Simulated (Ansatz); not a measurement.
Coupled-cluster run, C2H9InOSe.

```yaml
crystal:
  periodic: [false, false, false]
  atoms:
    - {symbol: C, position_ang: [-2.207028, 0.373474, 0.060604]}
    - {symbol: In, position_ang: [-0.058579, 0.392470, -0.034307]}
    - {symbol: C, position_ang: [1.472476, 0.805162, 1.408973]}
    - {symbol: O, position_ang: [0.278937, -2.010577, -0.347390]}
    - {symbol: Se, position_ang: [0.776525, 0.456804, -2.491038]}
    - {symbol: H, position_ang: [-2.551921, -0.180814, 0.935370]}
    - {symbol: H, position_ang: [-2.587447, 1.393812, 0.133319]}
    - {symbol: H, position_ang: [-2.622877, -0.082056, -0.839041]}
    - {symbol: H, position_ang: [1.822218, 1.832509, 1.296853]}
    - {symbol: H, position_ang: [1.104988, 0.667547, 2.426428]}
    - {symbol: H, position_ang: [2.312616, 0.130682, 1.239493]}
    - {symbol: H, position_ang: [-0.510237, -2.558074, -0.407324]}
    - {symbol: H, position_ang: [0.575796, -1.855331, -1.262681]}
    - {symbol: H, position_ang: [2.181634, 0.605192, -2.090459]}
basis:
  gaussian: {orbitals: def2-SVP}
correlation: {method: ccsd_t}
```

```sh
$ ansatz run in.yaml --threads 4 --pin off --events-out ev --progress --plain --max-ram 11315MiB
```

Output of Ansatz, abridged:

```
Functional definition: HF
1537 factors; integrals over basis functions are off by at most 1.4e-3 eV
mean field evaluation 1: about -74677.8787 eV, gradient 4.0e1 eV
mean field evaluation 2: about -74677.9686 eV, gradient 4.0e1 eV
mean field evaluation 4: about -74682.0161 eV, gradient 3.5e0 eV
mean field evaluation 8: about -74682.0683 eV, gradient 2.8e-4 eV
mean field -74682.06828885 eV, -2744.5153882913 hartree, gradient 5.2e-6 eV, S^2 0.000000; 0 other end points of the search recorded, 0 dependent functions left out
16 core orbitals not correlated: weight in the atoms' cores, before any rotation towards them, 1.000 or more for the frozen orbitals, at most 0.000 for the correlated occupied ones
reference -74682.06828885 eV, -2744.5153882913 hartree; 26, 26 occupied and 103, 103 virtual orbitals, 1537 factors
second order -22.64524632 eV of doubles, -0.00000000 eV of singles
cycle   1  -23.39080743 eV  change   -7.5e-1 eV  update   9.8e-2
cycle   2  -23.97809517 eV  change   -5.9e-1 eV  update   2.9e-2
cycle   3  -24.06551604 eV  change   -8.7e-2 eV  update   1.2e-2
cycle   4  -24.06251653 eV  change    3.0e-3 eV  update   3.0e-3
cycle   5  -24.06292235 eV  change   -4.1e-4 eV  update   1.1e-3
cycle   6  -24.06256772 eV  change    3.5e-4 eV  update   3.4e-4
cycle   7  -24.06241755 eV  change    1.5e-4 eV  update   1.1e-4
cycle   8  -24.06243331 eV  change   -1.6e-5 eV  update   4.0e-5
perturbative correction -0.63552413 eV, -0.0233550812 hartree
Total energy: -74706.76624629 eV, -2745.4230214864 hartree
```

Run time 12 s (4 threads of an AMD EPYC 9R45 on a shared host); peak host memory 1.4 GiB.

MP2 recovers 91.7 % of the CCSD(T) correlation energy and the triples give 2.6 %; T1 = 0.0087.
